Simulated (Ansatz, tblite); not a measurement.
Cost and result up the ladder for [CuCl4]- (CuCl4⁻) (5 atoms). The state is a singlet with charge -1. Geometry: r2SCAN-D4/def2-SVPD.

```csv
atom,x (Å),y (Å),z (Å)
Cu1,0.0001,-0.0001,-0.0001
Cl2,1.5113,-1.5839,-0.3173
Cl3,-0.8490,-1.1484,1.6890
Cl4,-1.5160,1.5799,0.3126
Cl5,0.8536,1.1524,-1.6842
```

Ansatz on 4 threads of Intel Xeon Platinum 8488C on a shared host; xTB runs through tblite on one thread. Times are rough, summed over both states, and most runs start from the orbitals of an earlier one. No level here is sound enough to serve as a yardstick. The other state is a doublet.

The xTB rows come from tblite.

Run but left out: HF/def2-SVPD, MP2/def2-SVPD, CCSD/def2-SVPD, CCSD(T)/def2-SVPD (flagged by the program: other amplitudes, other roots).

Raw xTB energies of ions are shifted by several eV.

```json
{"level": "GFN1-xTB", "functions": "45", "wall time": "0.019 s"}
{"level": "GFN2-xTB", "functions": "45", "wall time": "0.025 s"}
{"level": "PBE-D4/def2-TZVPD", "functions": "232", "wall time": "5.3 s"}
{"level": "r2SCAN-D4/def2-TZVPD (with forces)", "functions": "232", "wall time": "13 s"}
```

Estimate what each level gives for the vertical IE (eV).


| level | vertical IE (eV) |
| --- | --- |
| GFN1-xTB | 10.51 |
| GFN2-xTB | 10.08 |
| PBE-D4/def2-TZVPD | 4.83 |
| r2SCAN-D4/def2-TZVPD (with forces) | 5.07 |
